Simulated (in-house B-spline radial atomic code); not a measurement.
Relativistic effects in Mg, [Ne] 3s2: non-relativistic Hartree-Fock (point nucleus) against Dirac-Hartree-Fock (Fermi nucleus of rms radius 3.057 fm), both averages of the configuration, computed with a B-spline radial code for spherical atoms.

| orbital | ε NR (Eh) | ε Dirac (Eh) | <r> NR (bohr) | <r> Dirac (bohr) | change of <r> (%) |
| --- | --- | --- | --- | --- | --- |
| 1s1/2 | -49.032 | ? | 0.1306 | ? | ? |
| 2s1/2 | -3.7677 | -3.7801 | 0.6903 | 0.6886 | -0.2 |
| 2p1/2 | -2.2822 | -2.2883 | 0.685 | 0.6832 | -0.3 |
| 2p3/2 | -2.2822 | -2.2767 | 0.685 | 0.6854 | +0.1 |
| 3s1/2 | -0.25305 | ? | 3.253 | ? | ? |

(1) What happens to 3s1/2?

(2) What happens to 1s1/2?

(3) What explains the pattern of contraction and expansion?

(4) By how much does the total energy change?

Answers

(1) Its energy goes to -0.25344 hartree and <r> to 3.248 bohr (-0.15 %).

(2) Its energy goes to -49.127 hartree and <r> to 0.1303 bohr (-0.24 %).

(3) Expansion is seen in 2p3/2. The s and p1/2 orbitals contract directly, screen the nucleus better, and so push out orbitals that have little density near the nucleus; spin-orbit coupling adds to this for j = l + 1/2 and opposes it for j = l - 1/2.

(4) By -0.32043 hartree, from -199.615 to -199.935.
